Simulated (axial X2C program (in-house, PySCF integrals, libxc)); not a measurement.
**Which molecule has these constants?**

All values come from calculations with an in-house relativistic program for diatomic molecules, spin-free (one-electron X2C) or two-component (2c: spin–orbit coupling with atomic mean-field Coulomb and Gaunt terms, which also bring small scalar terms), in Dyall basis sets with cores contracted in-house; open shells are unrestricted.

A two-component PBE0 calculation in a Dyall 3-zeta basis gave Re = 2.655 Å, ωe = 180.2 cm⁻¹, dipole magnitude 1.84 D, Ω = 3/2.

Task: Which molecule is it?
A. InGe
B. GaGe
C. GeB
D. AlGe

Result: A. The others have GaGe 2.468 Å and 218.1 cm⁻¹ (Ω = 3/2); AlGe 2.467 Å and 304.1 cm⁻¹ (Ω = 3/2); GeB 1.973 Å and 648.7 cm⁻¹ (Ω = 3/2).

Each entry is the lowest single determinant of a limited PBE0 search at one distance. De goes to single-determinant-based atoms at the same level (for ions the charge split of lowest energy) and is withheld (n/a) where an atom does not fit its ground term or J level. Main or longest-lived isotopes. One determinant is a doubtful description, or other states lie close, for InGe, GaGe, AlGe, GeB; these need not be ground states, and all values refer to the states named. With several unpaired electrons the Ω given is that of one determinant, not necessarily of the lowest component. The functionals have no current term, which raises determinants with orbital currents.
